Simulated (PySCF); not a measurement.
This PySCF input asks for the NMR shieldings of SMILES [P@@](=C)(C)(/C=C\PC)CC, C7H16P2; the geometry comes from GFN2-xTB.

```python
import basis_set_exchange as bse
import numpy as np
from pyscf import gto, dft
from pyscf.prop import nmr

atoms = """
C    -0.462738    0.186706   -1.589896
P    -0.938009   -0.245076   -0.004593
C    -1.057127   -2.059499    0.145646
C     0.389654    0.268225    1.094363
C     1.632606    0.396394    0.636380
P     2.184007    0.091484   -1.064164
C     3.971884   -0.216932   -0.601742
C    -2.438939    0.323606    0.969665
C    -2.536803    1.839739    0.897469
H    -1.097801   -0.298730   -2.331087
H    -0.490464    1.269309   -1.710760
H    -1.188965   -2.352162    1.186091
H    -1.900348   -2.410552   -0.447705
H    -0.139463   -2.489096   -0.250954
H     0.135383    0.512400    2.121086
H     2.409482    0.777026    1.293345
H     1.869029   -1.263942   -1.105911
H     4.446243    0.726409   -0.334468
H     4.484945   -0.615843   -1.474899
H     4.071746   -0.920226    0.223607
H    -2.366601   -0.019486    2.004560
H    -3.320302   -0.139057    0.514153
H    -2.592706    2.158619   -0.142958
H    -1.655523    2.301575    1.341104
H    -3.420122    2.203254    1.419497
"""
names = dict.fromkeys(["C", "P", "H"], "pcSseg-1")
basis = {el: gto.basis.parse(bse.get_basis(n, elements=[el], fmt="nwchem")) for el, n in names.items()}
mol = gto.M(atom=atoms, basis=basis, charge=0, verbose=0)
mf = dft.RKS(mol, xc="PBE0")
mf.grids.level = 2
mf.grids.alignment = dft.numint.BLKSIZE   # the property module wants whole blocks of grid points
mf.conv_tol = 1e-9
mf.kernel()

calc = nmr.RKS(mf)   # GIAO
C = mf.mo_coeff
Co = C[:, mf.mo_occ > 0]
resp = mf.gen_response(singlet=True, hermi=2)
def vind(x):   # induced exchange potential for any number of trial vectors
    d = np.einsum("pi,xij,qj->xpq", C, 2 * x.reshape(-1, C.shape[1], Co.shape[1]), Co, optimize=True)
    return np.einsum("xpq,pi,qj->xij", resp(d - d.transpose(0, 2, 1)), C, Co, optimize=True).ravel()
mo1, _ = nmr.rhf.solve_mo1(calc, with_cphf=vind)
sigma = calc.kernel(mo1)
for i, s in enumerate(sigma):   # ppm
    w = np.linalg.eigvalsh((s + s.T) / 2)
    print("%2d %-2s iso %8.1f  s11 %8.1f  s22 %8.1f  s33 %8.1f" % (i, mol.atom_pure_symbol(i), w.mean(), *w))
```

Question: What does it print?

Answer: 
```
 0 C  iso    196.5  s11    166.5  s22    196.1  s33    226.8
 1 P  iso    326.9  s11    236.2  s22    320.0  s33    424.7
 2 C  iso    174.6  s11    163.5  s22    168.4  s33    191.8
 3 C  iso     58.8  s11    -36.9  s22     68.3  s33    145.0
 4 C  iso     12.3  s11   -113.2  s22      1.4  s33    148.6
 5 P  iso    440.6  s11    356.8  s22    448.2  s33    516.9
 6 C  iso    171.7  s11    152.7  s22    175.3  s33    187.2
 7 C  iso    152.9  s11    137.8  s22    147.7  s33    173.1
 8 C  iso    178.6  s11    173.1  s22    175.1  s33    187.7
 9 H  iso     32.6  s11     27.3  s22     30.4  s33     40.1
10 H  iso     32.2  s11     27.9  s22     30.0  s33     38.6
11 H  iso     30.6  s11     26.5  s22     28.1  s33     37.1
12 H  iso     30.5  s11     26.6  s22     28.1  s33     36.7
13 H  iso     29.6  s11     24.2  s22     29.0  s33     35.7
14 H  iso     26.1  s11     23.3  s22     26.1  s33     28.8
15 H  iso     24.2  s11     21.1  s22     23.1  s33     28.4
16 H  iso     26.6  s11     20.1  s22     29.2  s33     30.6
17 H  iso     31.3  s11     27.6  s22     28.9  s33     37.2
18 H  iso     31.1  s11     26.7  s22     28.5  s33     37.9
19 H  iso     30.5  s11     25.8  s22     29.3  s33     36.5
20 H  iso     30.0  s11     26.1  s22     29.1  s33     34.9
21 H  iso     30.6  s11     25.9  s22     30.2  s33     35.6
22 H  iso     30.3  s11     25.5  s22     30.0  s33     35.5
23 H  iso     30.8  s11     25.6  s22     30.6  s33     36.3
24 H  iso     30.5  s11     25.3  s22     27.4  s33     38.7
```

These numbers come from an equivalent density-fitted implementation of the same equations, which agrees with the script to about 0.01 ppm for H and up to a few tenths of a ppm for heavy atoms, so last digits may differ.

Size and cost of the density-fitted run: 247 basis functions, about 2.7 core-minutes.
